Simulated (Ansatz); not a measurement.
Cost and result up the ladder for Hg3Te3 (6 atoms). Charge 0, multiplicity 1. Geometry: B3LYP-D4/def2-SVP.

```xyz
6

Hg   -1.153    0.257   -1.176
Hg    2.075   -0.896   -1.759
Hg   -0.351   -0.928    1.625
Te    0.016    2.579   -0.222
Te   -2.057   -2.156   -0.158
Te    1.470    1.143    1.691
```

Ansatz on 4 threads of AMD EPYC 7R43 on a shared host. Times are rough, and most runs start from the orbitals of an earlier one. ωB97M-V/def2-TZVP serves as the yardstick here, not as an exact answer. Binding counts from free atoms at the same level (Hg singlet, Te triplet; other spins of the atoms weren't run), without zero-point energy.

In the def2 sets Hg, Te take a core potential; there is no spin–orbit coupling. Correlated methods freeze 12 core orbitals; core or outer-core shells of Hg, Te are correlated, in sets that lack core-valence functions. Another isomer (singlet) lies 1.01 eV lower at PBE0-D4/def2-TZVP; other spin states weren't run for this one.

| level | functions | wall time |
| --- | --- | --- |
| PBE-D4/def2-TZVP (with forces) | 279 | 7 s |
| r2SCAN-D4/def2-TZVP | 279 | 12 s |
| MP2/def2-TZVP | 279 | 15 s |
| PBE0-D4/def2-TZVP | 279 | 17 s |
| ωB97X-V/def2-TZVP | 279 | 27 s |
| ωB97M-V/def2-TZVP | 279 | 34 s |

(1) Estimate what each level gives for the binding energy per atom (eV).

Results:

(1) 
| level | binding energy per atom (eV) | difference from ωB97M-V/def2-TZVP (eV) |
| --- | --- | --- |
| PBE-D4/def2-TZVP (with forces) | 1.15 | 0.17 |
| r2SCAN-D4/def2-TZVP | 1.06 | 0.08 |
| MP2/def2-TZVP | 1.00 | 0.03 |
| PBE0-D4/def2-TZVP | 1.07 | 0.10 |
| ωB97X-V/def2-TZVP | 1.02 | 0.05 |
| ωB97M-V/def2-TZVP | 0.98 | 0.00 |
